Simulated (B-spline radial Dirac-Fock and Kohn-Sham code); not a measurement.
K-line shifts caused by a second vacancy in Cu⁺

System: the Cu⁺ ion in the configuration [Ar] 3d10.

Level of theory: multi-electron Dirac-Fock with separately optimised hole states, Breit and Lamb-shift corrections added in first order; an atomic code on a B-spline grid. Each two-hole energy is an average over J within one jj subconfiguration, not an observable level; in light atoms, where LS coupling holds, the j-resolved values are not observed lines, and for a K spectator the Kα1 hypersatellite is nearly forbidden. No correlation.

Lines without a spectator: Kα2 (K-L2) 8027.3 eV, Kα1 (K-L3) 8047.4 eV, Kβ3 (K-M2) 8900.4 eV, Kβ1 (K-M3) 8903.0 eV. Shifts in eV with one spectator hole (a dash: not computed, or left out as unreliable):

```
spectator hole     Kα2    Kα1    Kβ3    Kβ1
    L2 (2p1/2)  +29.46  +36.0      –  +77.5
    L3 (2p3/2)   +33.0  +31.8  +74.4      –
    M2 (3p1/2)       –  +2.73  +4.37  +6.05
    M3 (3p3/2)   +2.46      –  +5.59  +5.14
    M4 (3d3/2)   -0.03  -0.83      –      –
    M5 (3d5/2)   -0.90  -0.38      –      –
```

Problem. Where does the K-L3 hypersatellite lie, emitted when both K electrons are missing?

Solution. +310.3 eV from the normal line, at 8357.7 eV. Removing both K electrons costs 18400.5 eV, which is 408.5 eV more than twice the K binding energy. In light atoms the observed hypersatellite is the ¹S₀ → ¹P₁ component, which lies below this average, and the triplet component is nearly forbidden.

With n spectator holes in 2p, averaged over the 2p shell (energies in eV):

```csv
n,KαLⁿ,step,hypersatellite KαʰLⁿ
0,8040.6,–,8350.0
1,8073.7,+33.1,8384.1
2,8107.8,+34.0,8419.3
3,8142.8,+35.0,8455.4
4,8178.8,+36.0,8492.6
5,8215.8,+37.0,8530.8
```
